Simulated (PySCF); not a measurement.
C5H6O2: calculation and literature

Geometry (Å), atoms numbered from 1 in this order:
```xyz
13

C    -2.2861    0.2822   -0.1435
O    -1.3621   -0.7790   -0.0011
C    -0.0719   -0.4194    0.1072
C     1.0253   -1.2155    0.2555
C     2.1289   -0.3254    0.3198
C     1.6235    0.9269    0.2065
O     0.2716    0.8803    0.0759
H    -2.2520    0.9525    0.7201
H    -2.0846    0.8611   -1.0494
H    -3.2658   -0.1853   -0.2128
H     1.0360   -2.2823    0.3102
H     3.1587   -0.5939    0.4349
H     2.0739    1.8982    0.2018
```

Published estimates (parent shift plus substituent increments) and measurements: δ ¹H H13 6.85; H12 6.24; H11 5.12 ppm (estimated from measurements, as parent shift plus tabulated substituent increment; solution, not stated per compound (mostly CDCl3 or CCl4); Pretsch, Buehlmann, Badertscher, Structure Determination of Organic Compounds, 4th ed. (2009)).

Theory: PBE0/pcSseg-1 with gauge-including orbitals, GFN2-xTB structure, in PySCF 2.14.0 with density-fitted response routines (in vacuum, relativity neglected, one averaged value for each set of equivalent atoms, a single conformation).

(1) What does the calculation give, and how does it compare?

(2) How far are the unscaled ¹H shifts from the references?

Results:

(1) 
Reference values: estimated from measurements, as parent shift plus tabulated substituent increment (solution, not stated per compound (mostly CDCl3 or CCl4); Pretsch, Buehlmann, Badertscher, Structure Determination of Organic Compounds, 4th ed. (2009)).
| atoms | quantity | reference | computed | computed, scaled |
| --- | --- | --- | --- | --- |
| H13 | δ ¹H | 6.85 | 6.95 | 6.65 |
| H12 | δ ¹H | 6.24 | 6.60 | 6.32 |
| H11 | δ ¹H | 5.12 | 5.54 | 5.31 |

Computed shifts are σ(ref) − σ with the named reference compound (TMS for H and C) calculated as an isolated molecule at the same level. The measured values may be among those fitted. Expected solution values come from regression of measured δ (H and C: mostly CDCl3, vs TMS) on computed σ: ¹H (scatter 0.17 ppm rms, 0.18 ppm with the 4 outliers that the fit left out). A few per cent of atoms miss by over 2 rms, more outside the fitted compound classes.

(2) Mean signed difference +0.29 ppm, mean absolute 0.29 ppm over 3 comparisons; the largest is +0.42 ppm at H11 (hydrogen on an aromatic CH).
